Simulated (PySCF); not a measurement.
Computed shifts of a molecule C4H5BF2, PySCF with PBE/pcSseg-1, GIAO, gas phase, equivalent atoms averaged, in ppm (number of nuclei): ¹³C: 157.0 (1), 139.3 (1), 90.7 (1), 43.1 (1). ¹⁹F: -51.8 (1), -257.4 (1). ¹H: 6.53 (1), 6.37 (1), 5.26 (1), 3.39 (1), 2.87 (1). References: ¹³C against TMS (σ = 182.0 ppm); ¹⁹F against CFCl3 (σ = 133.6 ppm); ¹¹B against BF3 (σ = 83.9 ppm); ¹H against TMS (σ = 31.49 ppm), references at their B3LYP-D3(BJ)/def2-TZVP geometries, non-relativistic. Geometry: PBE0-D3(BJ)/def2-SVP. The values are those of a single conformer.

### Question
Which molecule gave these data?
A) C#CB(F)[C@@H](C)F
B) C=C1C[C@@H](F)B1F
C) FB1CCC=C1F
D) FB1C=CC[C@@H]1F

### Answer
B, C=C1C[C@@H](F)B1F
